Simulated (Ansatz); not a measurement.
CH8FNSi2 can be A, `N[SiH2]C(F)[SiH3]`, or B, `NC(F)([SiH3])[SiH3]`.

Isolated molecules relaxed with PBE0-D4/def2-TZVP in Ansatz; ΔE leaves out vibrations. CCSD(T)/CBS is the MP2 limit (def2-TZVPP, def2-QZVPP) plus CCSD(T) − MP2 in def2-TZVPP, frozen cores. DFT in def2-TZVPP. B3LYP here is the variant with VWN-RPA as its local correlation; programs differ in this. One conformer a species, not always the lowest.

A:

```xyz
13

N     0.993   -1.788   -0.629
Si    0.974   -0.111   -0.970
C     0.202    0.999    0.362
F     1.004    0.936    1.522
Si   -1.580    0.579    0.836
H     0.148   -2.336   -0.661
H     1.644   -2.161    0.042
H     0.171    0.117   -2.201
H     2.381    0.332   -1.142
H     0.228    2.037    0.000
H    -1.670   -0.830    1.302
H    -2.063    1.480    1.913
H    -2.430    0.745   -0.374
```

B:

```xyz
13

N     0.309    1.086    1.121
C     0.405    0.176    0.056
F     1.745    0.113   -0.487
Si   -0.698    0.740   -1.391
Si    0.027   -1.589    0.666
H     0.476    2.051    0.866
H     0.853    0.838    1.937
H    -0.401   -0.072   -2.595
H    -0.399    2.175   -1.652
H    -2.127    0.587   -1.020
H     0.847   -1.830    1.885
H     0.377   -2.571   -0.388
H    -1.414   -1.704    1.003
```

Task: Which isomer does CCSD(T)/CBS put lower? Give the gap. (Best estimate.)

Result: Computed: A, by 92.6 kJ/mol.

Task: Give E(B) − E(A) in kJ/mol with B3LYP, PBE0-D4, ωB97M-V, B3LYP-D4, B2PLYP, PBE-D4, r2SCAN-D4. (An estimate is asked.)

Result: Computed: B3LYP 89.7, PBE0-D4 85.1, ωB97M-V 88.9, B3LYP-D4 87.1, B2PLYP 91.0, PBE-D4 77.2, r2SCAN-D4 86.7. None reverses the order clearly.

Largest T1 diagnostic: 0.013.

From PBE to PBE0 (25 % exact exchange), in def2-TZVPP and without D4, E(B) − E(A) moves by +7.5 kJ/mol. In def2-TZVPP, CCSD(T) changes the Hartree–Fock value by −13.7 kJ/mol (the triples alone add −3.6 kJ/mol) and MP2 by −10.4 kJ/mol.
